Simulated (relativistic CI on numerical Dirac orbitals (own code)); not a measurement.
Method of calculation: Dirac-Coulomb-Breit CI, orbitals from a KLI potential per configuration, model QED (radiative potential, 1s self-energy scaled to tabulated hydrogen-like ionisation energies), unscaled Slater integrals (own radial code, finite nucleus).

The strongest absorption lines from the ground level of an ion, among the configurations computed and to levels below about 552 eV (vacuum wavelength in nm, gf): 4.6797 (1.9), 4.6982 (4.3), 4.7013 (3.4), 4.7218 (0.3), 4.8044 (0.25), 5.9948 (0.4), 6.3271 (1.2), 6.6051 (2.1).

Question: Which ion is it?
A. Hg XLVII
B. Er XXXV
C. W XXXIX
D. W XLI

Answer: D. W XLI has 34 electrons and the ground level 4s2.4p4 3P_2; the strongest line goes to 4s2.4p3.4d 3D°_3. The pattern of lines fixes the number of electrons, and along that sequence the line energies rise steadily with the charge (about as its square where n changes within one kind of shell, about linearly where n is kept but much faster in heavy ions where fine structure, which grows about as Z⁴, sets the gap, and irregularly where shells cross), which fixes Z. Configurations outside the model, such as inner-shell arrays, can give stronger lines. At this charge energies of transitions that change n are usually good to better than 1 %, and those within a shell (Δn = 0) to a few per cent.

LS names give the leading component of a level, which can be under half, so a name can repeat, a term be missing and a line seem to break the LS rules.
